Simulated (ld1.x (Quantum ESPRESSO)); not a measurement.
**Mn (Z = 25): one change to a TM potential, before and after**

- Element: Mn (Z = 25)
- Generator: ld1.x (Quantum ESPRESSO) 7.5
- Type: norm-conserving Troullier–Martins (Kleinman–Bylander form)
- Functional: PBEsol
- Relativity: scalar-relativistic
- Frozen core: [Ar]
- Valence charge: 7
- Reference configuration: 3d5 4s1 4p0 (charge +1)
- Partial waves: 4s (bound): rc 2.15 bohr; 4p (bound, empty): rc 2.00 bohr; 3d (bound): rc 1.25 bohr
- Local potential: all-electron potential smoothed inside 1.20 bohr (lloc = -1)
- Core correction: none

Change: local potential all-electron potential smoothed inside 1.82 bohr (lloc = -1).

Cutoffs: the cutoffs (Ry, on a coarse ladder) from which the occupation-weighted sum of valence levels, in a spherical-Bessel basis at the reference potential, stays within 10 and 1 mRy of its value at 400 Ry; they do not see the model core or the augmentation charge, which bear on the density cutoff. Errors are all-electron minus pseudo energies relative to the spin-unpolarised reference configuration.

Task: Predict the effect on cutoff, ghosts and configuration errors.

Result: The potential gets neither clearly harder nor softer (140 Ry and 160 Ry → 140 Ry and 160 Ry); the bound ghosts move from p, s to s; the number of tests that count goes from 6 to 7; of the 6 tests that both files solve, the error grows in 2 and shrinks in 3 by more than 15 % and 0.3 meV (median size 32.9 → 22.3 meV); the range in which the s phases agree narrows (upper end 2.5 → -0.6). In the separable form a ghost depends on how the local part lies against the semilocal potential of the channel, so the choice of the local part can create or remove one.

```csv
quantity,base,changed
"cutoff, loose",140 Ry,140 Ry
"cutoff, tight",160 Ry,160 Ry
bound ghosts,"s, p",s
"tests counted (converged, no solver errors)",6 of 7,7 of 7
"error for 3d5 4s2 4p0, meV [ΔE -8.43 eV]",+0.4,+6.7
"error for 3d5 4s0 4p0, meV [ΔE 15.51 eV]",+34,+34
"error for 3d4 4s0 4p0, meV [ΔE 47.99 eV]",+32,-11
"error for 3d4 4s2 4p0, meV [ΔE 4.78 eV]",-234,+68
"error for 3d3 4s0 4p0, meV [ΔE 98.71 eV]",-524,-693
"error for 3d5 4s0 4p2, meV [ΔE -0.47 eV]",+10,+6.1
s: phases at 2.34 bohr within 0.05 rad from the reference energy up to (Ry; the scan ends near 5),2.5,-0.6
p: phases at 2.34 bohr within 0.05 rad from the reference energy up to (Ry; the scan ends near 5),n/a,-0.0
d: phases at 2.34 bohr within 0.05 rad from the reference energy up to (Ry; the scan ends near 5),1.5,0.9
```

Base: Tests not counted: 3d4 4s2 4p1 (an occupied level unbound or not found, printed error -3.0 eV). These tests converged, but a pseudo level misses the all-electron one widely, so the file describes the atom poorly there or has found another state: 3d3 4s0 4p0: empty 4s by 7.8 eV (a node warning on the way). ld1.x printed “convergence not achieved” for 2 of the counted tests; their residual had stalled under 1e-8, short of the target of 1e-14. Changed file: These tests converged, but a pseudo level misses the all-electron one widely, so the file describes the atom poorly there or has found another state: 3d4 4s0 4p0: empty 4s by 3.9 eV (a node warning on the way). ld1.x printed “convergence not achieved” for 3 of the counted tests; their residual had stalled under 1e-8, short of the target of 1e-14. A true bound ghost makes a file unfit for plane-wave use even where its test errors are small: the radial tests pick states by their node count and pass the ghost by. Where a test does run into it, the solver fails or the error is huge.
